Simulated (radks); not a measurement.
The numbers below are computed, except where a source is named.
Problem. The mean radii <r> (bohr) of the occupied orbitals of an atom or ion are listed with their occupations. Level of theory: Dirac Kohn-Sham, PBE, spin-unpolarised, spherical densities, finite nucleus; Fermi nuclear charge, rms radius of each element as measured or else 0.836 A^(1/3) + 0.57 fm (a radial shooting solver on a logarithmic mesh with Libxc functionals).

orbital      occ.      <r>
1s1/2           2  0.01632
2s1/2           2  0.06807
2p1/2           2  0.05588
2p3/2           4  0.06467
3s1/2           2   0.1769
3p1/2           2   0.1673
3p3/2           4   0.1833
3d3/2           4   0.1593
3d5/2           6   0.1642
4s1/2           2   0.3905
4p1/2           2   0.3917
4p3/2           4   0.4253
4d3/2           4   0.4295
4d5/2           6   0.4401
4f5/2           6   0.4488
4f7/2           8   0.4543
5s1/2           2   0.8125
5p1/2    0.666667   0.8460
5p3/2     1.33333   0.9035
6p1/2    0.333333    1.514
6p3/2    0.666667    1.590

Name the element and its charge. Open shells, if any, are shared by 2j + 1.

Solution. Z = 81, thallium, charge +16: Tl16+ in [Kr] 4d10 4f14 5s2 5p2 6p1. The 1s radius gives Z: for a bare nucleus <r> = (2 gamma + 1)/(2Z) with gamma = sqrt(1 - (Z/c)^2), 0.01613 bohr for Z = 81, and screening makes it slightly larger (0.01632 here). The occupations add up to 65, and the charge is Z minus that.
